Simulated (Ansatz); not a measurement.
CH7BSSi can be A, `BS[SiH2]C`, or B, `C[SiH2]BS`.

Isolated molecules relaxed with PBE0-D4/def2-TZVP in Ansatz; ΔE leaves out vibrations. CCSD(T)/CBS adds triple-zeta CCSD(T) − MP2 to the extrapolated MP2 energy (def2 sets, frozen cores). DFT in def2-TZVPP. B3LYP here is the variant with VWN-RPA as its local correlation; programs differ in this. One conformer a species, not always the lowest.

Q: Which isomer does CCSD(T)/CBS put lower? Give the gap. (Best estimate.)

A: The calculation gave: A, by 16.0 kcal/mol.

Q: Give E(B) − E(A) in kcal/mol with r2SCAN-D4, BLYP-D4, PBE-D4, CCSD(T)/def2-SVP, B3LYP-D4, B3LYP, B2PLYP. (Best estimate.)

A: Computed: r2SCAN-D4 15.3, BLYP-D4 14.7, PBE-D4 13.5, CCSD(T)/def2-SVP 13.0, B3LYP-D4 15.4, B3LYP 14.9, B2PLYP 15.9. None reverses the order clearly.

Q: Does the order hold for the free energy at 298.15 K (harmonic terms from PBE0-D4)? (Best estimate.)

A: Ansatz gave: Yes: G(B) − G(A) = +15.6 kcal/mol, for one conformer each. Modes under 60 cm⁻¹, often nearly free rotors, make the harmonic entropy too high.

Largest T1 diagnostic: 0.014.

From BLYP to BHLYP (50 % exact exchange), in def2-TZVPP and without D4, E(B) − E(A) moves by +2.2 kcal/mol. Leaving LDA and LC-ωPBE aside and taking each functional with its dispersion term where it has one, the values, not all of them listed here, spread over 3.1 kcal/mol, from PBE-D4 to BHLYP-D4.
